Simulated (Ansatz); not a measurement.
Start from `N[BH][GeH]([OH])[F]` and change one atom or group to get `[OH][GeH]([OH])[F]`.

Ansatz, PBE0-D4/def2-TZVP geometries, multiplicity 1. Each molecule was computed in one conformer, which needn't be the lowest.

Scalar relativity is left out up to krypton.

```csv
property,`N[BH][GeH]([OH])[F]`
HOMO energy (B3LYP/def2-TZVPP) / eV,-7.81
HOMO energy (PBE/def2-TZVPP) / eV,-6.64
HOMO–LUMO gap (PBE/def2-TZVPP) / eV,4.61
size of the dipole moment (PBE/def2-TZVPP) / D,3.63
LUMO energy (B3LYP/def2-TZVPP) / eV,-1.36
HOMO–LUMO gap (B3LYP/def2-TZVPP) / eV,6.45
```

Question: What does the change do to each property? (An estimate is asked.)

Answer: Ansatz gave: 
```csv
property,`[OH][GeH]([OH])[F]`,shift
HOMO energy (B3LYP/def2-TZVPP) / eV,-9.14,-1.33
HOMO energy (PBE/def2-TZVPP) / eV,-7.66,-1.02
HOMO–LUMO gap (PBE/def2-TZVPP) / eV,6.75,2.14
size of the dipole moment (PBE/def2-TZVPP) / D,1.08,-2.55
LUMO energy (B3LYP/def2-TZVPP) / eV,-0.32,1.04
HOMO–LUMO gap (B3LYP/def2-TZVPP) / eV,8.82,2.37
```

With PBE0 the HOMO falls by 1.40 eV and the LUMO rises by 1.23 eV, so the gap widens by about 2.63 eV. PBE moves the HOMO by -1.02 eV and ωB97M-V by -1.65 eV. Dipoles are sizes alone; their direction can turn.

B3LYP here is the variant with VWN-RPA as its local correlation; programs differ in this.
